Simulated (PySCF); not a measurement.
This PySCF input asks for the NMR shieldings of SMILES C1CN[Si@@H](SC)[Si@H]1S, C$_{3}$H$_{11}$NS$_{2}$Si$_{2}$; the geometry comes from GFN2-xTB.

```python
import basis_set_exchange as bse
import numpy as np
from pyscf import gto, dft
from pyscf.prop import nmr

atoms = """
C     3.406226    0.412803   -0.533145
S     1.911103    1.439866   -0.489880
Si    0.576371    0.108659    0.589732
N    -0.006872   -1.252628   -0.280240
C    -1.372812   -1.286505   -0.785033
C    -2.332145   -0.639662    0.212936
Si   -1.529731    0.963514    0.875325
S    -2.025699    2.675250   -0.342848
H     3.254060   -0.426024   -1.205486
H     4.210828    1.040361   -0.901495
H     3.636782    0.061352    0.467757
H     1.392272   -0.419137    1.681632
H     0.598530   -1.898724   -0.761500
H    -1.653177   -2.331804   -0.950476
H    -1.445049   -0.766096   -1.750961
H    -3.301538   -0.494634   -0.260697
H    -2.479079   -1.318761    1.053322
H    -2.043007    1.264540    2.207667
H    -0.806865    2.876881   -0.818905
"""
names = dict.fromkeys(["C", "S", "Si", "N", "H"], "pcSseg-1")
basis = {el: gto.basis.parse(bse.get_basis(n, elements=[el], fmt="nwchem")) for el, n in names.items()}
mol = gto.M(atom=atoms, basis=basis, charge=0, verbose=0)
mf = dft.RKS(mol, xc="PBE0")
mf.grids.level = 2
mf.grids.alignment = dft.numint.BLKSIZE   # the property module wants whole blocks of grid points
mf.conv_tol = 1e-9
mf.kernel()

calc = nmr.RKS(mf)   # GIAO
C = mf.mo_coeff
Co = C[:, mf.mo_occ > 0]
resp = mf.gen_response(singlet=True, hermi=2)
def vind(x):   # induced exchange potential for any number of trial vectors
    d = np.einsum("pi,xij,qj->xpq", C, 2 * x.reshape(-1, C.shape[1], Co.shape[1]), Co, optimize=True)
    return np.einsum("xpq,pi,qj->xij", resp(d - d.transpose(0, 2, 1)), C, Co, optimize=True).ravel()
mo1, _ = nmr.rhf.solve_mo1(calc, with_cphf=vind)
sigma = calc.kernel(mo1)
for i, s in enumerate(sigma):   # ppm
    print("%2d %-2s %9.2f" % (i, mol.atom_pure_symbol(i), np.trace(s) / 3))
```

Q: What does it print?

A: 
```
 0 C     171.15
 1 S     640.00
 2 Si    360.75
 3 N     208.99
 4 C     142.06
 5 C     162.84
 6 Si    375.37
 7 S     792.51
 8 H      29.50
 9 H      29.37
10 H      29.68
11 H      26.31
12 H      30.36
13 H      28.29
14 H      28.28
15 H      30.45
16 H      30.75
17 H      26.82
18 H      31.12
```

These numbers come from an equivalent density-fitted implementation of the same equations, which agrees with the script to about 0.01 ppm for H and up to a few tenths of a ppm for heavy atoms, so last digits may differ.

Q: Turn these shieldings into chemical shifts. References, each an isolated molecule treated in the same way: TMS for ¹³C (σ = 186.93 ppm), ²⁹Si (σ = 349.16 ppm), ¹H (σ = 31.72 ppm); ³³S (σ = 503.73 ppm) against CS2; ¹⁵N (σ = 267.73 ppm) against NH3.

A: Averaging equivalent atoms: C 4: 44.9; C 5: 24.1; C 0: 15.8; S 1: -136; S 7: -289; Si 2: -11.6; Si 6: -26.2; N 3: 58.7; H 11: 5.40; H 17: 4.90; H 14: 3.44; H 13: 3.43; H 8/9/10: 2.20; H 12: 1.36; H 15: 1.27; H 16: 0.97; H 18: 0.59 ppm. Experimental scales use liquid or dissolved standards, which lie at an offset from isolated NH3 (liquid NH3: subtract about 20 ppm).

Size and cost of the density-fitted run: 219 basis functions, 110 s wall time on 1 thread of an Intel Xeon, shared host; peak memory 1.1 GiB.
